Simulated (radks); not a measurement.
Ba XXVIII, configuration [Ar] 3d9 4s1 5s1 (not the ground configuration). Calculated with a radial shooting solver on a logarithmic mesh with Libxc functionals: Dirac Kohn-Sham, AM05, spin-unpolarised, spherical densities, finite nucleus; open shells are shared between the two j in proportion to 2j + 1; Fermi nuclear charge, rms radius 4.8378 fm.

Spin-orbit splittings of the eigenvalues, e(l+1/2) - e(l-1/2), with zeta = 2 splitting/(2l+1) and mean radii in bohr:

shell  occ.  splitting (eV)  zeta (eV)  <r> j=l-1/2  <r> j=l+1/2
2p        6           383.2      255.5      0.09172      0.09766
3p        6           78.46      52.30       0.2741       0.2850
3d        9           17.24      6.894       0.2538       0.2571
4p        0           24.19      16.13       0.5848       0.6008
4d        0           5.215      2.086       0.5955       0.6000
